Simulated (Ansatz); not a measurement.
`COB(F)OC` → `CB(O)OCF`  (isomerisation)

Calculated with Ansatz (gas phase, PBE0-D4/def2-TZVP geometries, no zero-point term in ΔE). CCSD(T)/CBS is the MP2 limit (def2-TZVPP, def2-QZVPP) plus CCSD(T) − MP2 in def2-TZVPP, frozen cores. Functionals use def2-TZVPP. HSE06 is defined as in plane-wave codes. One conformer a species, not always the lowest.

(1) Is it downhill or uphill in electronic energy at CCSD(T)/CBS, and by how much? (An estimate is asked.)

(2) What do these levels give: PBE-D4, r2SCAN0-D4, HSE06-D4, CAM-B3LYP, HF/def2-TZVPP, HF/def2-QZVPP? (Estimate.)

(3) What do rigid-rotor, harmonic-oscillator terms from PBE0-D4/def2-TZVP frequencies (298.15 K, 1 bar) make of the CCSD(T)/CBS value? (An estimate is asked.)

Largest T1 diagnostic among the species: 0.012.

Answers

(1) Ansatz gave: Uphill: ΔE = +85.5 kJ/mol.

(2) Computed: PBE-D4 75.1, r2SCAN0-D4 84.4, HSE06-D4 79.5, CAM-B3LYP 89.6, HF/def2-TZVPP 103.1, HF/def2-QZVPP 104.3 kJ/mol.

(3) The calculation gave: ΔZPE = -1.4 kJ/mol, ΔH = +82.8 kJ/mol, ΔS = -18 J/(mol·K), ΔG = +88.2 kJ/mol. Modes under 50 cm⁻¹ make the entropy rough.

At CCSD(T), def2-SVP lies +10.7 kJ/mol from the extrapolated value and def2-TZVPP +0.3 kJ/mol. From BLYP to BHLYP (50 % exact exchange), in def2-TZVPP and without D4, ΔE moves by +7.5 kJ/mol. In def2-TZVPP, CCSD(T) changes the Hartree–Fock value by −17.3 kJ/mol (the triples alone add −2.7 kJ/mol) and MP2 by −17.8 kJ/mol.
